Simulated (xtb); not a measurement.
Species: C2H6AlI2N, SMILES `C[N](C)[Al]([I])[I]` (charge 0, multiplicity 1).

### Question
Give a relaxed geometry from GFN2-xTB in xtb.

### Answer
One answer among several that fit: the end point of this relaxation, one of several conformers (outside a Z-matrix the atoms follow the SMILES, hydrogens last).
Bond lengths (Å): C1–N2 1.456, C1–H7 1.091, C1–H8 1.095, C1–H9 1.095, N2–C3 1.456, N2–Al4 1.789, C3–H10 1.095, C3–H11 1.095, C3–H12 1.091, Al4–I5 2.513, Al4–I6 2.513. Bond angles (°): N2–C1–H7 110.0, N2–C1–H8 110.8, N2–C1–H9 110.8, H7–C1–H8 108.5, H7–C1–H9 108.5, H8–C1–H9 108.2, C1–N2–C3 111.4, C1–N2–Al4 124.3, C3–N2–Al4 124.3, N2–C3–H10 110.8, N2–C3–H11 110.8, N2–C3–H12 110.0, H10–C3–H11 108.2, H10–C3–H12 108.5, H11–C3–H12 108.5, N2–Al4–I5 119.5, N2–Al4–I6 119.5, I5–Al4–I6 121.0.
